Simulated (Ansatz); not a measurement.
**Setting up BGeH3Cl2 (SMILES Cl[B](Cl)[GeH3]) in Ansatz**

The species is BGeH3Cl2 (7 atoms), meant as a singlet with charge 0. As SMILES, `Cl[B](Cl)[GeH3]`. Geometry: optimised at B3LYP/def2-SVP.

```
atom    x (Å)    y (Å)    z (Å)
  Cl   1.7655  -1.4431   1.2204
   B   0.2098  -1.0318   0.5173
  Cl  -1.0926  -2.2098   0.6091
  Ge  -0.1231   0.8005  -0.4129
   H  -0.5595   0.5720  -1.8770
   H  -1.2708   1.5480   0.3015
   H   1.1323   1.6962  -0.4041
```

Settings wanted:

- basis set: def2-SVP
- task: energy
- method: CCSD(T)
- dispersion: none
- reference: RHF
- relativity: none
- accuracy: medium
- frozen core orbitals: 20

Task: Give an Ansatz 0.2.0 job that does this.

Result: One that was run (others would do as well):

in.yaml:
```yaml
crystal:
  periodic: [false, false, false]
  atoms:
    - {symbol: Cl, position_ang: [1.765472, -1.443134, 1.220436]}
    - {symbol: B, position_ang: [0.209771, -1.031808, 0.517325]}
    - {symbol: Cl, position_ang: [-1.092599, -2.209757, 0.609094]}
    - {symbol: Ge, position_ang: [-0.123135, 0.800508, -0.412884]}
    - {symbol: H, position_ang: [-0.559522, 0.571988, -1.877000]}
    - {symbol: H, position_ang: [-1.270846, 1.548044, 0.301504]}
    - {symbol: H, position_ang: [1.132260, 1.696158, -0.404076]}
basis:
  gaussian:
    orbitals: def2-SVP
correlation:
  method: ccsd_t
  frozen_orbitals: {B: 1, Cl: 5, Ge: 9, H: 0}
scf:
  omitted_lower_state_checks: [cluster_reference, increment]
```

```bash
$ ansatz run in.yaml --threads 1 --pin off --max-ram 3480MiB --events-out events.jsonl --progress --plain --runs-dir runs
```

Calculated total energy: -3020.93434 Eh.
